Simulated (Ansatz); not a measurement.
One change: `BN=C` becomes `C=NBC`.

Ansatz, PBE0-D4/def2-TZVP geometries, multiplicity 1. Each molecule was computed in one conformer, which needn't be the lowest.

```json
{"property": "LUMO energy (ωB97M-V/def2-TZVPP) / eV", "`BN=C`": "1.28"}
{"property": "ideal-gas entropy at 298 K and 1 bar (rigid rotor, harmonic PBE0-D4/def2-TZVP) / J/(mol·K)", "`BN=C`": "254"}
{"property": "size of the dipole moment (ωB97M-V/def2-TZVPP) / D", "`BN=C`": "2.19"}
{"property": "LUMO energy (PBE/def2-TZVPP) / eV", "`BN=C`": "-2.00"}
{"property": "size of the dipole moment (B3LYP/def2-TZVPP) / D", "`BN=C`": "2.09"}
{"property": "HOMO–LUMO gap (ωB97M-V/def2-TZVPP) / eV", "`BN=C`": "11.52"}
```

Task: What does the change do to each property? (An estimate is asked.)

Result: Ansatz gave: 
| property | `C=NBC` | shift |
| --- | --- | --- |
| LUMO energy (ωB97M-V/def2-TZVPP) / eV | 1.40 | 0.12 |
| ideal-gas entropy at 298 K and 1 bar (rigid rotor, harmonic PBE0-D4/def2-TZVP) / J/(mol·K) | 301 | 47 |
| size of the dipole moment (ωB97M-V/def2-TZVPP) / D | 1.77 | -0.42 |
| LUMO energy (PBE/def2-TZVPP) / eV | -1.84 | 0.16 |
| size of the dipole moment (B3LYP/def2-TZVPP) / D | 1.66 | -0.43 |
| HOMO–LUMO gap (ωB97M-V/def2-TZVPP) / eV | 11.30 | -0.22 |

With PBE0 the HOMO rises by 0.34 eV and the LUMO rises by 0.16 eV, so the gap narrows by about 0.18 eV. PBE moves the HOMO by 0.35 eV and ωB97M-V by 0.34 eV. The zero-point energy changes by 75.6 kJ/mol with +9 modes. Dipoles are sizes alone; their direction can turn.

B3LYP here is the variant with VWN-RPA as its local correlation; programs differ in this.
